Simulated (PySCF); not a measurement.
# How methods differ on the excitation energy of W²⁺

W²⁺ [Xe] 4f14 5d4 (5D) → W²⁺ [Xe] 4f14 5d3 6p1 (high-spin determinant), as a difference of total energies. Computed with PySCF 2.14 in def2-QZVPPD with the def2 core potential (60 electrons) (7s6p4d3f2g, 84 functions), with a scalar-relativistic core potential. Correlated levels: valence: 5s2 5p6 frozen; valence and next inner shell: nothing frozen outside the core potential. The calculations carry no spin-orbit coupling.

```
                                method  excitation energy (eV)
                                   UHF                   7.771
                                   LDA                   7.921
                                   PBE                   7.825
                                  PBE0                   7.964
                                r2SCAN                   7.833
                             BHandHLYP                   7.936
                                  MN15                   7.999
                                PBEsol                   7.879
                                 M06-L                   8.000
                         MP2 (valence)                   7.968
                     SCS-MP2 (valence)                   7.837
    MP2 (valence and next inner shell)                   8.075
SCS-MP2 (valence and next inner shell)                   7.981
```

**Question.** How much does correlation contribute at MP2 (valence and next inner shell)?

**Answer.** 8.075 − (7.771) = 0.304 eV, measured against UHF.

The determinant of the upper state mixes LS terms, which raises its energy above the lowest term, most at the Hartree-Fock and MP2 levels.
